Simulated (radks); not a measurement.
All-electron atom: the tantalum ion Ta2+ in [Kr] 4d10 4f14 5s1 5p6 5d3 5f1 (not the ground configuration). Calculated with a radial shooting solver on a logarithmic mesh with Libxc functionals: Dirac Kohn-Sham, PBE, spin-unpolarised, spherical densities, finite nucleus; open shells fill j = l - 1/2 first; Fermi nuclear charge, rms radius 5.3507 fm.

Unscreened Slater integrals over Kohn-Sham orbitals (cm^-1). Large and small components are both included. Empty in this configuration: 5d5/2.

integral          value
F0(5f5/2,5f5/2)   36793
F2(5f5/2,5f5/2)   19529
F4(5f5/2,5f5/2)   12797
F0(5f5/2,5d3/2)   46847
F2(5f5/2,5d3/2)   10597
G1(5f5/2,5d3/2)  6563.5
G3(5f5/2,5d3/2)  3897.4
F0(5f5/2,4f7/2)   47859
F2(5f5/2,4f7/2)  2293.0
F4(5f5/2,4f7/2)  599.73
G2(5f5/2,4f7/2)  496.45
G4(5f5/2,4f7/2)  351.84
G6(5f5/2,4f7/2)  263.37
F0(5f5/2,4f5/2)   47869
F2(5f5/2,4f5/2)  2241.5
F4(5f5/2,4f5/2)  586.03
G0(5f5/2,4f5/2)  526.04
G2(5f5/2,4f5/2)  495.63
G4(5f5/2,4f5/2)  350.22
F0(5f5/2,5d5/2)   46789
F2(5f5/2,5d5/2)   10971
F4(5f5/2,5d5/2)  4983.3
G1(5f5/2,5d5/2)  7058.0
G3(5f5/2,5d5/2)  4185.0
G5(5f5/2,5d5/2)  2910.0
F0(5d3/2,5d3/2)  111520
F2(5d3/2,5d3/2)   58186
F0(5d3/2,4f7/2)  143150
F2(5d3/2,4f7/2)   34672
G3(5d3/2,4f7/2)   12252
G5(5d3/2,4f7/2)  9465.8
F0(5d3/2,4f5/2)  143380
F2(5d3/2,4f5/2)   34161
G1(5d3/2,4f5/2)   13877
G3(5d3/2,4f5/2)   11872
F0(5d3/2,5d5/2)  110070
F2(5d3/2,5d5/2)   57403
G2(5d3/2,5d5/2)   57356
G4(5d3/2,5d5/2)   37913
F0(4f7/2,4f7/2)  318640
F2(4f7/2,4f7/2)  152850
F4(4f7/2,4f7/2)   96180
F6(4f7/2,4f7/2)   69275
F0(4f7/2,4f5/2)  321070
F2(4f7/2,4f5/2)  154070
F4(4f7/2,4f5/2)   96959
G2(4f7/2,4f5/2)  153510
G4(4f7/2,4f5/2)   96625
G6(4f7/2,4f5/2)   69604
F0(4f7/2,5d5/2)  139840
F2(4f7/2,5d5/2)   32959
F4(4f7/2,5d5/2)   15637
G1(4f7/2,5d5/2)   13298
G3(4f7/2,5d5/2)   11398
G5(4f7/2,5d5/2)  8833.0
F0(4f5/2,4f5/2)  323550
F2(4f5/2,4f5/2)  155340
F4(4f5/2,4f5/2)   97777
F0(4f5/2,5d5/2)  140060
F2(4f5/2,5d5/2)   32465
F4(4f5/2,5d5/2)   15296
G1(4f5/2,5d5/2)   12733
G3(4f5/2,5d5/2)   11018
G5(4f5/2,5d5/2)  8561.9
F0(5d5/2,5d5/2)  108680
F2(5d5/2,5d5/2)   56715
F4(5d5/2,5d5/2)   37483
